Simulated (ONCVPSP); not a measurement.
# How hard is this erbium (Er) ONCV potential?

erbium, optimised norm-conserving Vanderbilt (ONCV), made with ONCVPSP 4.0.1 (PBE, scalar-relativistic). Core [Kr] 4d10, reference 4f12 5s2 5p6 (charge +2). Waves: 5s: rc 1.90 bohr, ncon 3, nbas 7, qcut 5.2 1/bohr, 2 projectors, debl 2 Ha; 5p: rc 2.05 bohr, ncon 4, nbas 9, qcut 7.9 1/bohr, 2 projectors, debl 1.4 Ha; d scattering state at 0.32 Ha: rc 1.75 bohr, ncon 4, nbas 8, qcut 5.8 1/bohr, 2 projectors, debl 3.1 Ha; 4f: rc 1.00 bohr, ncon 3, nbas 8, qcut 17.6 1/bohr, 2 projectors, debl 1.5 Ha. Local part: polynomial inside 0.75 bohr (lpopt 5, dvloc0 -1 Ha). Core correction: none.

In the s channel the program set the typed energies aside and used -2.437, 0.250 Ha. In the p channel the program set the typed energies aside and used -1.498, 0.250 Ha. In the d channel the program set the typed energies aside and used 0.050, 3.150 Ha.

Question: For each optimised wave give the share of its norm inside rc, the residual kinetic energy above qcut (Ha) and the cutoffs (Ha) for errors of 10, 1, 0.1 and 0.01 mHa per electron.

Answer:

| wave | norm inside rc | residual KE | 10 mHa | 1 mHa | 0.1 mHa | 0.01 mHa |
| --- | --- | --- | --- | --- | --- | --- |
| 5s | 0.927 | 5.6e-05 | 6.8 | 10.4 | 13.0 | 41.5 |
| s projector 2 | 0.065 | 1.1e-04 | 5.4 | 10.7 | 14.2 | 45.4 |
| 5p | 0.861 | 8.3e-09 | 6.5 | 16.1 | 20.6 | 24.0 |
| p projector 2 | 0.058 | 2.0e-08 | 5.3 | 14.1 | 19.8 | 24.0 |
| d projector 1 | 0.128 | 7.2e-06 | 6.7 | 9.4 | 11.6 | 14.6 |
| d projector 2 | 0.059 | 4.5e-05 | 9.2 | 11.7 | 14.5 | 32.9 |
| 4f | 0.742 | 5.2e-06 | 111.6 | 126.9 | 138.8 | 150.2 |
| f projector 2 | 0.059 | 8.4e-07 | 98.0 | 117.5 | 132.5 | 144.0 |

The occupied waves need 127 Ha and 139 Ha for 1 and 0.1 mHa. Note: ghosts flagged at negative energy: s at -408.7 eV, p at -123.0 eV; GHOST(+) flagged for d at 170.5 eV. A true bound ghost makes a file unfit for plane-wave use. 3 of 4 tests not solved or not reliable.
